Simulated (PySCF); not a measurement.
**Radial density of Ar²⁺ (argon, charge +2)**

UHF, [Ne] 3s2 3p4, high-spin 3P determinant. All numbers are calculated (PySCF 2.14, the non-relativistic Hamiltonian (point nucleus), in aug-cc-pwCVQZ).

```
r (bohr)  4πr²ρ (e/bohr)  4πr²(ρα − ρβ)
 0.00131         0.07957         0.0000
 0.00221          0.2181         0.0000
 0.00372          0.5842         0.0000
 0.00625           1.509         0.0001
  0.0105           3.663         0.0002
  0.0177           8.013         0.0008
  0.0298           14.74         0.0040
  0.0501           20.45         0.0202
  0.0842           18.80         0.0874
   0.142           14.40         0.2640
   0.238           19.68         0.3949
   0.401           17.16         0.0690
   0.674           5.108         0.3294
    1.13           5.068         1.6000
    1.91           2.274         0.7892
    3.21          0.1209         0.0416
    5.40       0.0003381         0.0001
```
